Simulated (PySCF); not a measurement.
This script is equivalent to a calculation on Kr³⁺ (krypton, charge +3).

```python
from pyscf import gto, scf, dft, mp, cc
import basis_set_exchange as bse
mol = gto.M(atom="Kr 0 0 0", charge=3, spin=3, symmetry="D2h",
            basis=gto.basis.parse(bse.get_basis("def2-TZVP", elements=["Kr"], fmt="nwchem", header=False)))
mf = scf.UHF(mol)
mf.irrep_nelec = {'Ag': (6, 6), 'B1g': (1, 1), 'B2g': (1, 1), 'B3g': (1, 1), 'B1u': (3, 2), 'B2u': (3, 2), 'B3u': (3, 2)}
mf.kernel()
```

**Question.** What total energy does it give?

**Answer.** -2749.40697 hartree (calculated).

**Question.** Which occupied shell lies highest, and where?

**Answer.** 4p α, at -51.038 eV.

**Question.** What is ⟨S²⟩, and what would a pure spin state give?

**Answer.** 3.751, against 3.75.
